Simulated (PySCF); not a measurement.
**Exact simulation of a proton spin system**

Molecule: `C#C[C@@H]1C(=C)[C@H]1F`, C6H5F.

Bonds (- single, = double, # triple, : aromatic): C1#C2 1.198 Å, C2-C3 1.429 Å, C3-C4 1.480 Å, C4=C5 1.307 Å, C4-C6 1.462 Å, C6-F7 1.367 Å, C6-C3 1.524 Å. C1 carries H8; C3 carries H9; C5 carries H10, H11; C6 carries H12. Stereochemistry as in C#C[C@@H]1C(=C)[C@H]1F. H11 is cis to C3; H10 is trans to C3.

All values are calculated (PySCF 2.14): PBE0/pcSseg-1 with gauge-including orbitals, spin–spin couplings from B3LYP/pcJ-1 (spin–dipole term only in couplings to heteroatoms), geometry: GFN2-xTB. In vacuum, one conformer, non-relativistic.

Referencing at the same level of theory: $^{1}$H (σ = 31.72 ppm) against TMS.

Shifts (ppm): F7 -219.4, H8 1.25, H9 2.42, H10 6.44, H11 6.26, H12 4.96.
Couplings (Hz): F7–H8: -0.8; F7–H9: 8.0; F7–H10: -2.1; F7–H11: -1.6; F7–H12: 71.1; H8–H9: -3.4; H8–H10: -0.4; H8–H11: -0.2; H9–H10: -4.2; H9–H11: -3.4; H9–H12: 1.7; H10–H11: -1.8; H10–H12: -1.3; H11–H12: -2.0.

The 6-spin Hamiltonian (Zeeman plus full scalar coupling among like nuclei) was diagonalised exactly; lines are Lorentzian, 0.5 Hz wide, and the maxima above 3 % are listed with the tallest set to 100.

Question: Give the $^{1}$H peak list of this spin system at 90 MHz.

Answer: 
δ in ppm (height): 6.494 (20), 6.491 (21), 6.475 (45), 6.472 (47), 6.456 (51), 6.452 (53), 6.448 (50), 6.433 (52), 6.429 (54), 6.425 (51), 6.410 (50), 6.407 (48), 6.391 (26), 6.387 (25), 6.308 (31), 6.288 (67), 6.269 (92), 6.250 (91), 6.231 (67), 6.211 (26), 5.383 (34), 5.368 (46), 5.363 (55), 5.347 (53), 5.342 (45), 5.327 (32), 4.593 (33), 4.578 (45), 4.573 (55), 4.557 (53), 4.552 (45), 4.537 (32), 2.535 (16), 2.516 (16), 2.497 (33), 2.488 (21), 2.478 (34), 2.469 (20), 2.459 (22), 2.451 (39), 2.441 (25), 2.432 (38), 2.408 (39), 2.399 (25), 2.390 (39), 2.381 (21), 2.371 (21), 2.362 (34), 2.352 (21), 2.343 (32), 2.324 (17), 2.305 (16), 1.268 (100), 1.232 (93)

Question: And at 700 MHz?

Answer: 
Hz from δ = 0 (height): 4512.9 (23), 4512.6 (24), 4511.1 (48), 4510.8 (50), 4509.4 (52), 4509.1 (55), 4508.7 (53), 4507.3 (53), 4506.9 (55), 4506.6 (52), 4505.2 (50), 4504.9 (48), 4503.4 (24), 4503.2 (23), 4386.4 (30), 4384.6 (70), 4382.9 (94), 4381.1 (94), 4379.4 (70), 4377.6 (29), 3510.1 (34), 3508.7 (47), 3508.3 (56), 3506.8 (56), 3506.4 (47), 3505.1 (34), 3439.0 (34), 3437.6 (47), 3437.2 (56), 3435.7 (56), 3435.3 (47), 3434.0 (34), 1704.4 (16), 1702.7 (17), 1701.0 (34), 1700.2 (22), 1699.2 (35), 1698.5 (21), 1697.6 (22), 1696.8 (40), 1695.9 (26), 1695.1 (40), 1693.0 (40), 1692.2 (26), 1691.3 (40), 1690.5 (22), 1689.6 (22), 1688.8 (35), 1687.9 (22), 1687.1 (34), 1685.4 (17), 1683.7 (16), 876.7 (100), 873.4 (99)

Question: Among coupled protons with different shifts, which pair is furthest from first order, and how does the field change that?

Answer: H10 and H11: Δν/J is about 9.0 at 90 MHz (intermediate, with clear roofing) and 70.0 at 700 MHz (close to first order). J in Hz doesn't depend on the field, while Δν in Hz grows in proportion to it.

Unscaled 3J(H,H) at this level run about 10 % above measured values.
